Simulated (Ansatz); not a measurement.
One change: `F[SiH2][SnH3]` becomes `F[SiH2][AlH2]`.

Ansatz, PBE0-D4/def2-TZVP geometries, multiplicity 1. 

Elements past krypton have def2 core potentials.

| property | `F[SiH2][SnH3]` |
| --- | --- |
| HOMO energy (ωB97M-V/def2-TZVPP) / eV | -10.04 |
| LUMO energy (ωB97M-V/def2-TZVPP) / eV | 0.97 |
| size of the dipole moment (PBE/def2-TZVPP) / D | 1.03 |
| LUMO energy (PBE0/def2-TZVPP) / eV | -0.74 |
| HOMO energy (PBE0/def2-TZVPP) / eV | -8.03 |
| HOMO energy (PBE/def2-TZVPP) / eV | -6.92 |

Q: What does the change do to each property? (Best estimate.)

A: Ansatz gave: 
```tsv
property	`F[SiH2][AlH2]`	shift
HOMO energy (ωB97M-V/def2-TZVPP) / eV	-9.65	0.39
LUMO energy (ωB97M-V/def2-TZVPP) / eV	-0.62	-1.59
size of the dipole moment (PBE/def2-TZVPP) / D	1.21	0.18
LUMO energy (PBE0/def2-TZVPP) / eV	-2.27	-1.53
HOMO energy (PBE0/def2-TZVPP) / eV	-7.65	0.38
HOMO energy (PBE/def2-TZVPP) / eV	-6.52	0.40
```

With PBE0 the HOMO rises by 0.38 eV and the LUMO falls by 1.53 eV, so the gap narrows by about 1.91 eV. PBE moves the HOMO by 0.40 eV and ωB97M-V by 0.39 eV. The zero-point energy changes by -19.3 kJ/mol with -3 modes. Dipoles are sizes alone; their direction can turn.
